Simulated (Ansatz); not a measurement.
F2Si (SMILES F[Si]F, charge +1) moved off its minimum; all values from Ansatz (a quantum-chemistry and plane-wave program), cores frozen in correlated methods. Open shells are unrestricted.
(charge 1, multiplicity 2)
```xyz
3

F     -1.2714    -0.4301     0.1458
Si    -0.0196     0.4812     0.0577
F      1.2770    -0.2616     0.0530
```

Forces at MP2/cc-pV(T+d)Z (eV/Å):

```json
[
 {"atom": "F1", "Fx": "0.305", "Fy": "0.633", "Fz": "-0.043"},
 {"atom": "Si2", "Fx": "-2.327", "Fy": "0.128", "Fz": "0.070"},
 {"atom": "F3", "Fx": "2.022", "Fy": "-0.761", "Fz": "-0.028"}
]
```

**Question.** Give the forces (eV/Å), the total energy and the dipole at CCSD(T)/cc-pV(T+d)Z.

**Answer.** 
| atom | Fx | Fy | Fz |
|---|---|---|---|
| F1 | 0.343 | 0.656 | -0.045 |
| Si2 | -2.291 | 0.068 | 0.072 |
| F3 | 1.948 | -0.724 | -0.027 |
Energy -488.2383 hartree.
